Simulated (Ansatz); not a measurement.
AgPd3. Total charge 0; doublet. Geometry relaxed at PBE0-D4/def2-SVP.

```xyz
4

Pd    1.533   -0.215    0.402
Pd   -0.138    1.429   -0.704
Pd   -0.401   -1.124   -1.065
Ag   -0.994   -0.091    1.367
```

In the def2 sets Ag, Pd take a core potential; there is no spin–orbit coupling. The structure comes from a short search, and lower isomers may exist.

Problem. Estimate the harmonic wavenumbers at UKS PBE0-D4/def2-SVP (Ansatz, unscaled). Is this a minimum?

Solution. 94, 94, 149, 149, 155, 226 cm⁻¹. Yes, no mode is imaginary beyond noise. Zero-point energy 5.2 kJ/mol. Hardware: 4 threads of Arm Neoverse V1 on a shared host. Wall time 2 min, peak host memory 0.62 GiB.
